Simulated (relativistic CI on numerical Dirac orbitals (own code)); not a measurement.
# Yb³⁺: 4d photoemission

Computed with this model: Dirac-Coulomb-Breit CI, separate exchange-only KLI orbitals for each configuration, QED by a radiative potential, multiplet model of photoemission in the sudden approximation, unscaled Slater integrals; configurations [Xe] 4f13 → [Kr] 4d9 4f13 5s2 5p6; 80 K; Lorentzian 1.4 eV and Gaussian 0.6 eV FWHM. Energies are those of the free ion, without screening or charge transfer. The energies are binding energies and can lie tens of eV above those of solids. S is read from ⟨S²⟩ = S(S + 1).

free ion: ground-state S = 0.50, centroid 230.81 eV. Peaks (eV, height): 220.6 (88), 225.0 (52), 231.4 (100), 237.0 (58), 245.8 (46).

Strongest unbroadened transitions for free ion:

| Energy (eV) | Relative strength |
| --- | --- |
| 220.43 | 100.0 |
| 221.70 | 62.0 |
| 224.51 | 25.6 |
| 225.04 | 24.6 |
| 225.48 | 18.8 |
| 225.97 | 11.9 |
| 229.71 | 13.6 |
| 230.97 | 1.5 |
| 231.28 | 84.4 |
| 231.59 | 3.6 |
| 231.73 | 49.0 |
| 233.86 | 17.0 |
| 236.83 | 56.2 |
| 237.96 | 41.6 |
| 239.24 | 37.8 |
| 241.78 | 5.1 |
| 245.46 | 2.5 |
| 245.78 | 59.3 |
